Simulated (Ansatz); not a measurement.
This Ansatz (a quantum-chemistry and plane-wave program) input (MP2/cc-pwCVQZ) gives -684.80131 Eh with 338 basis functions. A basis named .json is the Basis Set Exchange file of that set (core-valence sets with the plain set on hydrogen).

Ansatz 0.2 input:
```yaml
crystal:
  periodic: [false, false, false]
  atoms:
    - {symbol: P, position_ang: [-1.02027206, -0.47127800, -0.05348212]}
    - {symbol: P, position_ang: [1.02027508, 0.47110689, 0.05491295]}
    - {symbol: H, position_ang: [-1.51764144, 0.25666815, 1.06041507]}
    - {symbol: H, position_ang: [-1.51478581, 0.48948324, -0.97567300]}
    - {symbol: H, position_ang: [1.52191029, -0.49872576, 0.96366793]}
    - {symbol: H, position_ang: [1.51047169, -0.24485897, -1.06987245]}
basis:
  gaussian:
    orbitals: cc-pwCVQZ.json
magnetization: {spin_polarized: false}
correlation: {method: mp2, frozen_orbitals: {H: 0, P: 1}}
```

Change:
```diff
- orbitals: cc-pwCVQZ.json
+ orbitals: cc-pCVQZ.json
```

Question: What does the run give now?

Answer: -684.82573 Eh (MP2/cc-pCVQZ, 338 functions), a change of -24.42 mEh.
